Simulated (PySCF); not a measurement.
Gas-phase reaction: H₃SiGeH₃ + SiF₄ ⇌ GeH₂ + 2 F₂ + 2 SiH₂

Method: PySCF energies (xtb for GFN2) plus ideal-gas RRHO corrections (1 bar). † marks an energy on the PBE0/def2-TZVP geometry and frequencies; other levels use their own. CCSD(T) freezes the core. 6-31G* has spherical d functions here. All species are closed-shell singlets. Ge: all electrons, no relativistic terms. GeH₂: computed as isolated molecules; such fragments, hydroxides, amides, oligomers or adducts are transient or little studied in the gas. CCSD(T) isn't extrapolated to the basis-set limit.

```tsv
level	ΔH°(298 K), kJ
BLYP/def2-TZVP†	2100
CCSD(T)/def2-SVP†	2136
CCSD(T)/def2-TZVPP†	2266
GFN2-xTB	1813
HF/6-31G*	___
HF/def2-TZVP†	___
PBE0/def2-QZVP†	2277
PBE0/def2-SVP†	2184
PBE0/def2-TZVP	2264
r2SCAN/def2-TZVP†	___
ωB97X-V/def2-TZVP†	___
```

Q: What belongs in the gaps?

A: 
- HF/6-31G*, ΔH°(298 K), kJ: 2269
- HF/def2-TZVP†, ΔH°(298 K), kJ: 2342
- r2SCAN/def2-TZVP†, ΔH°(298 K), kJ: 2316
- ωB97X-V/def2-TZVP†, ΔH°(298 K), kJ: 2276
